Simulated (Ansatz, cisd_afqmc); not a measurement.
Species: BO, charge 1, singlet. BO+ (parent SMILES O=[B], singlet).
B3LYP-D3(BJ)/def2-TZVP minimum from Ansatz (a program for electronic structure):
```
B
O 1 1.1884
```
Charge +1, spin multiplicity 1.

Total energies in aug-cc-pVDZ, 8 correlated electrons, 2 frozen orbitals. UHF or UKS for unpaired electrons; spin-orbit terms are left out. Cores are frozen in correlated methods. No relativity. The Monte Carlo rows (phaseless AFQMC, CISD trial, step 0.005/hartree) carry one-sigma bars that omit the constraint's bias. Outlying blocks are dropped, and bars are widened where a walk drifts. Over all cases where full CI ran beside it in this data, AFQMC minus full CI had a median of +0.1 mEh and passed +0.4 mEh in a tenth of the cases. The T1 diagnostic of BO+ (parent SMILES [B]=O, singlet) reaches 0.055 in the sets run. The spin of BO+ (parent SMILES [B]=O, singlet) was assumed, and the state is the lowest solution found for it.

| method | program | energy (Eh) | minus CCSDTQ (mEh) |
|---|---|---|---|
| HF | Ansatz | -99.04089 | 281.12 |
| MP2 | Ansatz | -99.30926 | 12.75 |
| CCSD | Ansatz | -99.30577 | 16.25 |
| CCSD(T) | Ansatz | -99.31955 | 2.46 |
| CCSDT(Q) | Ansatz | -99.32311 | -1.10 |
| CCSDTQ | Ansatz | -99.32201 | 0.00 |
| AFQMC/CISD | cisd_afqmc | -99.3203 ± 0.0004 | 1.7 ± 0.4 |

Rough core times of Ansatz's runs on a shared machine: CCSD(T) under 20 s, CCSDT(Q) 30 s, CCSDTQ 8 min.
